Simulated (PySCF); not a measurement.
A thermochemical cycle for BBr

MP2 in PySCF with def2-TZVPPD on every atom, for the lowest determinant that a PBE0 search found; no spin–orbit coupling. BBr, a singlet (closed shell), has De = 4.63 eV to neutral atoms, and BBr⁺, a doublet (σ ↑), has De = 3.54 eV to B⁺ + Br.

At the same level the B atom ionises at 8.26 eV.

Question: What is the adiabatic ionisation energy of the molecule, and does ionisation strengthen or weaken the bond?

Answer: IE = IE(B) + De(neutral) − De(ion) = 8.26 + 4.63 − 3.54 = 9.35 eV. De changes by -1.09 eV, so ionisation weakens the bond.

Correlated steps freeze 10 core orbitals. Spin–orbit coupling is left out. For an ion De counts to the pair picked by the measured ionisation energies or electron affinities, which need not be the lowest pair at this level. Where the molecule has an RHF reference, its open-shell atoms are computed with UHF. States were picked by a PBE0 search and need not be the measured ground states.
